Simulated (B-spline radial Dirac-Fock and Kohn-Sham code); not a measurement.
The L3-M45M45 Auger spectrum of Sm¹⁴⁺

System: samarium as Sm¹⁴⁺, [Kr] 4d10 4f1 5s1.

Input of the calculation (task.json; shells as n, l, electrons):

```json
{"items": [{
  "Z": 62,
  "q": 14,
  "cfg": [[1, 0, 2], [2, 0, 2], [2, 1, 6], [3, 0, 2], [3, 1, 6], [3, 2, 10], [4, 0, 2], [4, 1, 6], [4, 2, 10], [4, 3, 1], [5, 0, 1]],
  "A": 152,
  "rrms": 5.0819,
  "do": ["binding", "quiet", "double"]
}]}
```

Command: `python xray_run.py task.json out`

Method: ΔSCF Dirac-Fock with Breit, self-energy and vacuum polarisation, finite nucleus, configuration average. Computed with a B-spline atomic structure program. The two-hole levels come from diagonalising the Coulomb interaction among the jj configurations; intensities are independent-particle Coulomb rates. Kinetic energies are from the vacuum level. The model has no electron correlation. Open outer shells are spectators and are not coupled to the holes.

```
kinetic energy (eV)  J  leading jj holes (weight)  leading LS term (weight)
             4098.3  0                M4M4 (0.95)                ¹S0 (0.63)
             4118.0  2                M4M4 (0.97)                ³F2 (0.51)
             4136.1  4                M4M5 (0.98)                ¹G4 (0.91)
             4137.6  1                M4M5 (1.00)                ³P1 (1.00)
             4141.3  2                M4M5 (0.96)                ³P2 (0.52)
             4148.4  3                M4M5 (1.00)                ³F3 (1.00)
             4152.1  0                M5M5 (0.95)                ³P0 (0.63)
             4165.8  2                M5M5 (0.99)                ¹D2 (0.50)
             4172.9  4                M5M5 (0.98)                ³F4 (0.91)
```

The intensity is shared as follows: 4136.1 eV 51.4 %, 4172.9 eV 21.3 %, 4165.8 eV 8.9 %, 4148.4 eV 7.7 %, 4141.3 eV 5.2 %, 4118.0 eV 3.0 %, 4152.1 eV 1.2 %, 4098.3 eV 0.8 %, 4137.6 eV 0.6 %.

The strongest line, by its leading LS label ¹G4, lies at 4136.1 eV. The mean weight of the leading component is 0.97 in jj and 0.73 in LS coupling, so jj labels describe these levels better.
